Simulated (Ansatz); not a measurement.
Computed with Ansatz on PBE0-D4/def2-TZVP structures; ΔE is electronic, products minus reactants. CCSD(T)/CBS adds triple-zeta CCSD(T) − MP2 to the extrapolated MP2 energy (def2 sets, frozen cores). DFT in def2-TZVPP. For Ge outer-core shells are correlated without core-valence functions, which leaves a few kJ/mol of doubt a bond. Scalar relativity is left out up to krypton. One conformer a species, not always the lowest.

Consider the formal exchange of groups at a Ge–C bond: `[NH2][GeH2][CH2]F` + `CN[Si](N)(F)F` → `[NH2][GeH2][Si](N)(F)F` + `CNCF`.

CCSD(T)/CBS gives +17.8 kcal/mol.

Question: Another level gave +15.8 kcal/mol. Which?
A. PBE0-D4/def2-TZVPP
B. B2PLYP/def2-TZVPP
C. PBE/def2-TZVPP
D. r2SCAN/def2-TZVPP

Answer: D. r2SCAN 15.8, B2PLYP 17.0, PBE0-D4 14.2, PBE 12.1 kcal/mol.

Largest T1 diagnostic among the species: 0.012.

From PBE to PBE0 (25 % exact exchange), in def2-TZVPP and without D4, ΔE moves by +2.1 kcal/mol. In def2-TZVPP, CCSD(T) changes the Hartree–Fock value by −1.9 kcal/mol (the triples alone add −0.6 kcal/mol) and MP2 by −1.0 kcal/mol.
